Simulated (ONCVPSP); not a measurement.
# Before and after: ONCV potential for sulfur (S)

* Element: sulfur (S)
* Generator: ONCVPSP 4.0.1
* Type: optimised norm-conserving Vanderbilt (ONCV)
* Functional: LDA (Perdew-Wang 92)
* Relativity: scalar-relativistic
* Frozen core: [Ne]
* Valence charge: 6
* Reference configuration: 3s2 3p3 (charge +1)
* Partial waves: 3s: rc 1.25 bohr, ncon 4, nbas 7, qcut 5.8 1/bohr, 2 projectors, debl 1.8 Ha; 3p: rc 1.50 bohr, ncon 3, nbas 6, qcut 6.4 1/bohr, 2 projectors, debl 1.8 Ha
* Local potential: polynomial inside 0.85 bohr (lpopt 5, dvloc0 -1 Ha)
* Core correction: Teter function, fcfact 3.75, rcfact 1.4

Change: s: qcut 8.6; p: qcut 9.5.

Cutoffs: the cutoffs (Ha) at which the residual kinetic energy of the hardest occupied pseudo-wave falls to 1 and 0.1 mHa per electron; they do not see the model core or the augmentation charge, which bear on the density cutoff. Errors are all-electron minus pseudo energies relative to the spin-unpolarised reference configuration.

Task: How do hardness, ghosts and transferability respond?

Result: The potential gets neither clearly harder nor softer (13 Ha and 58 Ha → 25 Ha and 32 Ha); both files keep a bound ghost (s); of the 4 tests that both files solve, the error grows in 1 and shrinks in 0 by more than 15 % and 0.3 meV (median size 3.2 → 3.4 meV).

| quantity | base | changed |
| --- | --- | --- |
| cutoff, loose | 13 Ha | 25 Ha |
| cutoff, tight | 58 Ha | 32 Ha |
| loose cutoff by channel | s 13 Ha, p 9.9 Ha | s 25 Ha, p 12 Ha |
| bound ghosts | s | s |
| GHOST(+) flags under 300 eV | none | none |
| error for 3s2 3p4, meV [ΔE -11.86 eV] | +2.3 | +2.5 |
| error for 3s2 3p2, meV [ΔE 22.37 eV] | +4.0 | +4.3 |
| error for 3s2 3p1, meV [ΔE 56.52 eV] | +31 | +34 |
| error for 3s1 3p4, meV [ΔE 10.80 eV] | +0.1 | -0.7 |
| s: phases at 1.27 bohr within 0.05 rad from the reference energy up to (Ha; the scan ends near 5) | to the end of the scan | to the end of the scan |
| p: phases at 1.52 bohr within 0.05 rad from the reference energy up to (Ha; the scan ends near 5) | 4.5 | 4.4 |
| rms error of d²Exc/dni dnj with the model core, mHa | 0.84 | 0.79 |

 A true bound ghost makes a file unfit for plane-wave use even where its test errors are small: the radial tests pick states by their node count and pass the ghost by.
